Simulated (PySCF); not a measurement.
Sb(Br)(SiH3)2 (BrH₆SbSi₂), SMILES [SiH3][Sb]([SiH3])[Br].

Geometry optimised at B3LYP-D3(BJ)/def2-SVP. The def2 effective core potentials stand for the cores of Sb; spin–orbit coupling is left out.

Two levels are set side by side: TDDFT-PBE/def2-SVPD (PySCF) and TDDFT-M06-2X/def2-SVPD (PySCF). Vertical, same geometry. The lowest singlet is HOMO→LUMO 99 % with PBE and HOMO→LUMO 98 % with the other functional; states are paired by order. Differences are taken from unrounded values.

```
quantity                               TDDFT-PBE
-------------------------------------  ---------
lowest singlet excitation (eV)              3.35
lowest triplet excitation (TDA) (eV)        2.84
first bright state (f over 0.05) (eV)       5.29
its oscillator strength                     0.08
```

Q: These are the TDDFT-PBE values. What does TDDFT-M06-2X give? (The exact figures need the calculation; the answer reports its results.)

A: 
```tsv
quantity	TDDFT-M06-2X	TDDFT-PBE minus TDDFT-M06-2X
lowest singlet excitation (eV)	3.62	-0.27
lowest triplet excitation (TDA) (eV)	2.96	-0.12
first bright state (f over 0.05) (eV)	5.51	-0.22
its oscillator strength	0.07	0.01
```

A lower first singlet is the usual sign of a functional without exact exchange. Differences between two approximate levels are no errors against the true value.

Rough cost on one machine, each run with all the roots and properties that it gave: TDDFT-M06-2X against TDDFT-PBE about 10 times.
